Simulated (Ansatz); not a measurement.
System: PbF, charge 0, multiplicity 2. SMILES: [Pb][F]
Geometry: optimised at B3LYP-D3(BJ)/def2-TZVP (Ansatz, a quantum-chemistry and plane-wave program).

Property: atomisation energy (electronic, to ground-state atoms), in eV. Correlated levels leave the core frozen unless marked. Open shells are spin-unrestricted. Spin-orbit coupling is left out. Frozen are the shells of the preceding noble gas and the d and f shells that filled before the atom's block. In def2 rows, elements after Kr have scalar-relativistic effective core potentials. The coupled-cluster limit lacks core correlation, which all-electron functionals hold. Basis-set limits of correlation are two-point, X^-3; Hartree-Fock from the larger set.

| level | program | atomisation energy (eV) |
|---|---|---|
| BLYP-D3(BJ)/def2-TZVPD | Ansatz + dftd3 | 5.01 |

Q: What does CCSD(T)/CBS(def2-TZVPPD,def2-QZVPPD) (Ansatz) give?

A: 4.68 eV, so BLYP-D3(BJ)/def2-TZVPD differs from it by 0.33 eV.
